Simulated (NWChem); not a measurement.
# HgBr, doublet; SMILES [Br][Hg]

```xyz
2

Hg     0.0000     0.0000    -0.7058
Br     0.0000     0.0000     1.8936
```
Atoms are numbered in this order, from 1.

Level: PBE0/def2-SVP with def2 effective core potentials on Hg, spin-unrestricted (NWChem), optimised geometry, unscaled harmonic frequencies. This build's default masses of Se (78.918 u) and Br (79.917 u) are each other's, which moves their modes by up to 0.6 %. The spin multiplicity was typed, not searched, and may not be the lowest. def2 effective core potentials on Hg; no spin-orbit coupling.

Question: List the harmonic frequencies with IR intensities, and the thermochemistry.

Answer: 
```json
[
 {"frequency (cm⁻¹)": "160", "IR intensity (km/mol)": "3.0"}
]
```

```json
{
  "zero_point_energy": "0.2 kcal/mol",
  "thermal correction to the enthalpy at 298.15 K (with zero-point energy)": "2.7 kcal/mol",
  "heat capacity Cv": "6.9 cal/(mol K)"
}
```

Rigid rotor and harmonic oscillator.
